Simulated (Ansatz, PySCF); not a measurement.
Potential energy curve for SeNa (cation, charge +1), lowest singlet found (which spin is the ground state isn't settled by this scan).

Methods: RKS-B3LYP/LANL2DZ = restricted B3LYP/LANL2DZ, with its core potentials past Ne run with PySCF; RCCSD = CCSD on RHF/aug-cc-pVDZ, cores with 3d frozen run with Ansatz (a first-principles code); RCCSD(T) = CCSD(T) on RHF/aug-cc-pVDZ, cores with 3d frozen (Ansatz).

Energies are in kJ/mol, each relative to the lowest point of its own curve between 2.51 and 3.86 Å, where full CI is lowest.

```tsv
R / Å	RKS-B3LYP/LANL2DZ	RCCSD	RCCSD(T)
2.06	300.5	252.7	252.4
2.25	…	123.5	123.9
2.39	…	68.5	68.9
2.51	54.5	38.7	39.0
2.60	36.0	23.8	24.1
2.72	…	10.9	11.1
2.81	10.9	5.2	5.3
2.87	7.0	2.7	2.8
2.97	2.8	…	0.5
3.11	0.2	0.0	0.0
3.22	0.0	1.2	1.1
3.41	2.0	4.9	4.8
3.62	…	10.0	9.9
3.86	11.1	16.0	15.9
4.14	16.8	22.2	22.0
4.56	…	29.4	29.2
5.10	30.2	35.5	35.1
5.65	34.1	39.2	38.7
6.24	36.5	41.6	41.0
7.18	38.7	43.8	43.1
8.22	40.1	45.1	44.2
9.77	41.0	46.0	45.1
```

### Question
Fill in the missing entries.

### Answer

- 2.25, RKS-B3LYP/LANL2DZ: 153.5
- 2.39, RKS-B3LYP/LANL2DZ: 90.0
- 2.72, RKS-B3LYP/LANL2DZ: 19.1
- 2.97, RCCSD: 0.4
- 3.62, RKS-B3LYP/LANL2DZ: 5.9
- 4.56, RKS-B3LYP/LANL2DZ: 24.0

The restricted form behind RKS-B3LYP/LANL2DZ keeps the bonding electrons paired and can't separate into open-shell fragments.
